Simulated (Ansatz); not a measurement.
Total energies of Cl2FHSSi (`F[Si](S)(Cl)Cl`).

Cartesian coordinates in Å:
```
F -1.6412 -0.5703 -0.1331
Si -0.2196 0.0849 -0.3590
S 0.6745 0.6372 1.4580
Cl -0.4628 1.7711 -1.4467
Cl 0.8659 -1.2829 -1.3881
H 0.7833 -0.6399 1.8689
```

Charge 0, multiplicity 1. All single points use the PBE0-D4/def2-TZVP geometry. It is one conformer, not always the lowest. Basis def2-TZVPP, the Gaussian-basis code of Ansatz.

| functional | energy without D4 (Eh) | D4 term (kJ/mol) |
| --- | --- | --- |
| LDA (SPW92) | -1702.71134 | – |
| PBE | -1708.04605 | -23.5 |
| revPBE | -1708.49143 | -60.4 |
| BLYP | -1708.81331 | -51.0 |
| r2SCAN | -1708.68801 | -5.2 |
| PBE0 | -1708.18062 | -20.1 |
| HSE06 (plane-wave form) | -1708.14771 | -19.0 |
| BHLYP | -1708.79992 | -33.4 |
| ωB97X-V | -1708.56071 | – |
| ωB97M-V | -1708.73627 | – |

Give the same for B97M-V, B3LYP, r2SCANh, r2SCAN0, CAM-B3LYP, LC-ωPBE, B2PLYP, PBE-QIDH. (An estimate is asked.)

The calculation gave: 
```tsv
functional	energy without D4 (Eh)	D4 term (kJ/mol)
B97M-V	-1708.39124	–
B3LYP	-1708.89664	-38.9
r2SCANh	-1708.67639	-5.7
r2SCAN0	-1708.66010	-6.4
CAM-B3LYP	-1708.85915	-20.8
LC-ωPBE	-1708.32510	–
B2PLYP	-1708.28152	–
PBE-QIDH	-1707.83727	–
```

B3LYP takes the VWN-RPA correlation (the form of Gaussian; ORCA's B3LYP/G). HSE06 is the plane-wave form, built on full-range PBE exchange. The double hybrids freeze the cores in their second-order part.

LC-ωPBE has ω = 0.4 bohr⁻¹.
